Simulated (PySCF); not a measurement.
**Nuclear quadrupole coupling in `CSc1cnnc(C#N)c1C`**

Species: C7H7N3S.
Structure used (GFN2-xTB), in Å, numbered top down from 1:
```xyz
18
C7H7N3S angstrom
C      3.1818   -0.0110    0.0153
S      1.6793   -0.9939    0.2691
C      0.3863    0.1499   -0.0348
C      0.5695    1.4927   -0.3794
N     -0.4367    2.3141   -0.5991
N     -1.6585    1.9201   -0.5076
C     -1.9269    0.6545   -0.1822
C     -3.3017    0.3037   -0.1020
N     -4.4052    0.0053   -0.0322
C     -0.9348   -0.3033    0.0735
C     -1.2433   -1.7119    0.4386
H      3.2210    0.8028    0.7334
H      3.2186    0.3579   -1.0055
H      4.0065   -0.6957    0.1887
H      1.5460    1.9385   -0.4862
H     -2.3150   -1.8897    0.4629
H     -0.8165   -1.9400    1.4158
H     -0.7791   -2.3878   -0.2801
```

Field gradients from the PBE0/pcSseg-1 density (PySCF, non-relativistic), principal values in atomic units, ordered |Vxx| ≤ |Vyy| ≤ |Vzz|:

```csv
atom,Vxx,Vyy,Vzz
S2,0.2542,2.3425,-2.5967
N5,0.5398,0.7591,-1.2989
N6,0.5752,0.6913,-1.2665
N9,0.4866,0.5156,-1.0022
```

Q: Find the asymmetry η = (Vxx − Vyy)/Vzz and the couplings χ = eQV/h (234.96 MHz × Q in barn × V in au), with Q(33S) = −0.0678 b, Q(14N) = 0.02044 b.

A: 
```csv
atom,environment,nucleus,η,χzz (MHz),χxx (MHz),χyy (MHz)
S2,sulfide sulfur,33S,0.80,41.37,-4.05,-37.32
N5,pyridine-type nitrogen,14N,0.17,-6.24,2.59,3.65
N6,pyridine-type nitrogen,14N,0.09,-6.08,2.76,3.32
N9,nitrile nitrogen,14N,0.03,-4.813,2.337,2.476
```

The gradient is axial or nearly so (η below 0.05) at N9. The tensor is traceless: Vxx + Vyy + Vzz = 0.

Q: What is Vzz at N6 in SI units (1 au = 9.71736 × 10²¹ V/m²)?

A: -1.2665 au = -12.307 × 10²¹ V/m².

Were the hydrogens deuterons (Q(2H) = 0.00286 b), χzz would run from 205 kHz (H18, H17 and H16) to 217 kHz (H15).

Geometry: GFN2-xTB, one conformer, isolated molecule. GFN2-xTB bond lengths can be off by several hundredths of an ångström, more for odd bonds, and the gradients follow them. With a basis this small, the couplings can be 20 % off.
